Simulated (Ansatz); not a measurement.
Basis-set extrapolation for C4H9Al (`C=C[CH2][AlH][CH3]`) (PBE0-D4/def2-TZVP geometry, frozen core, Ansatz 0.2.0). Multiplicity 1, RHF reference.

|  | def2-TZVPP | def2-QZVPP |
| --- | --- | --- |
| HF | -398.667661 | -398.682062 |
| MP2 correlation | -0.771667 | -0.820105 |
| CCSD(T) correlation | -0.857557 | not run |

Energies in hartree. Use E(X) = E(∞) + A·exp(−7.88·√X) for Hartree–Fock and E(X) = E(∞) + B·X^(−2.97) for correlation, with X = 3 and 4, and add CCSD(T) minus MP2 of the smaller set to the MP2 limit.

What is the CCSD(T) energy at the basis-set limit?

HF limit: -398.682062 + (-0.014401) × 0.13774 = -398.68405. MP2 limit: -0.820105 + (-0.048438) × 0.74074 = -0.85598. Higher-order term: -0.857557 − (-0.771667) = -0.08589. Total: -399.62592 hartree, 264.4 kJ/mol below CCSD(T)/def2-TZVPP.
